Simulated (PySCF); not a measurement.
# Calculated NMR data

Level of theory: coordinates at the GFN2-xTB level, σ from GIAO-PBE0/pcSseg-1, in PySCF 2.14 (non-relativistic, a single conformation, in vacuum, one averaged value for each set of equivalent atoms).

Scale: TMS for ¹H (σ = 31.72 ppm), ¹³C (σ = 186.93 ppm) (reference shieldings calculated alike). Splittings of carbon signals by F and P are missing where no couplings were computed. Where no couplings were computed, multiplicities follow the n + 1 count of equivalent neighbours, and m marks all less simple cases (inequivalent or close neighbours, rings, F or P nearby). Shifts are as computed. Against solution values, carbons near 30 ppm lie about +3 ppm off and those near 130 ppm about +5 ppm. Of 1211 compounds with measured shifts, 218 miss one by over three times the rms of a fit or turn the order of signals round; such compounds aren't used in these exercises. OH and NH positions are gas-phase values without hydrogen bonding to other molecules.

**1.** SMILES N(NC)=C1CCCCC1, C$_{7}$H$_{14}$N$_{2}$. ¹H NMR (600 MHz, computed): δ 4.16 (br s, 1H), 3.20 (s, 3H), 2.18 (m, 2H), 1.99 (m, 2H), 1.62 (m, 2H), 1.57 (m, 2H), 1.56 (m, 2H). ¹³C{¹H} NMR (computed): δ 140.7 (C), 42.3 (CH2), 41.1 (CH3), 32.8 (CH2), 31.2 (CH2), 31.0 (CH2), 26.5 (CH2).

**2.** `C[C@@]1(F)CO[C@H](C#N)CO1`, C$_{6}$H$_{8}$FNO$_{2}$. ¹H NMR (600 MHz, computed): δ 4.73 (m, 1H), 4.29 (m, 1H), 4.10 (m, 1H), 3.83 (m, 1H), 3.57 (m, 1H), 1.38 (m, 3H). ¹³C{¹H} NMR (computed): δ 119.7 (C), 112.1 (C), 74.4 (CH2), 67.2 (CH2), 64.2 (CH), 25.0 (CH3).
